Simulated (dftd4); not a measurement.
chlorotrifluoromethane (CClF3), singlet, geometry from GFN2-xTB; D4 for tpss run with dftd4 4.2.0.

dftd4 was given this input:
```
$ dftd4 mol.xyz --func tpss --charge 0 --json dftd4.json --noedisp --property

# file mol.xyz
5

F     -0.86134566    -0.63254016    -1.02874238
C     -0.35035604    -0.00774362     0.01889747
F     -0.84407447     1.21875581     0.05006863
F     -0.74576507    -0.64039210     1.11088556
Cl     1.42134135     0.03141469    -0.07666418
```

What the program printed (banner, timings and long lists left out):

```
                    ____  _____ _____     ____  _  _
      -------------|  _ \|  ___|_   _|---|  _ \| || |------------
     |             | | | | |_    | | ___ | | | | || |_           |
     |             | |_| |  _|   | ||___|| |_| |__   _|          |
     |             |____/|_|     |_|     |____/   |_|            |
     |             ===================================           |
     |            E. Caldeweyher, S. Ehlert & S. Grimme          |
     |          Mulliken Center for Theoretical Chemistry        |
     |                    University of Bonn                     |
      -----------------------------------------------------------

Rational (Becke-Johnson) damping: tpss-D4-ATM
---------------------
  s6         1.0000
  s8         1.7660
  s9         1.0000
  a1         0.4282
  a2         4.5426
 alp        16.0000
--------------------

Atomic data, radii in Ångström:
------------------------------------------------------
   Z          R(cov)      r4/r2   hardness         EN
------------------------------------------------------
   9 F        0.8533     1.2638     0.6693     3.9800
   6 C        1.0000     1.6431     0.4220     2.5500
  17 Cl       1.3200     1.9735     0.4312     3.1600
------------------------------------------------------

Atomic reference systems (in atomic units):
----------------------------------------------------------------------------
   Z        #      CN     q+Z       C6(AA)   #      CN     q+Z       C6(AA)
----------------------------------------------------------------------------
   9 F      1  0.0000  9.0000       9.7374   2  0.7408  8.7523      11.7796
   6 C      1  0.0000  6.0000      49.3833   2  0.9189  5.8288      52.1688
            3  1.9079  5.8579      35.6972   4  2.8312  5.7775      35.8445
            5  3.7487  5.7435      28.6317   6  2.9183  5.8956      32.2504
            7  0.8556  6.2103      25.6194
  17 Cl     1  0.0000 17.0000      92.6806   2  0.8444 16.8495     101.8771
----------------------------------------------------------------------------

Atomic properties (in atomic units):
----------------------------------------------------------------------------
     #    Z              CN          q      C6(AA)        C8(AA)   alpha(0)
----------------------------------------------------------------------------
     1    9 F        0.8162    -0.1250     10.5375      180.3098     3.7390
     2    6 C        3.2409     0.3520     21.5454      623.1294     7.5088
     3    9 F        0.8162    -0.1250     10.5375      180.3098     3.7390
     4    9 F        0.8162    -0.1250     10.5375      180.3098     3.7390
     5   17 Cl       0.9642     0.0231     96.6002     4030.5051    15.0244
----------------------------------------------------------------------------

Molecular properties (in atomic units):
----------------------------------------
 molecular C6                 574.9691
 molecular C8               16291.9367
----------------------------------------

Dispersion energy:      -4.4692781554182E-03 Eh

[Info] JSON dump of results written to 'dftd4.json'
```
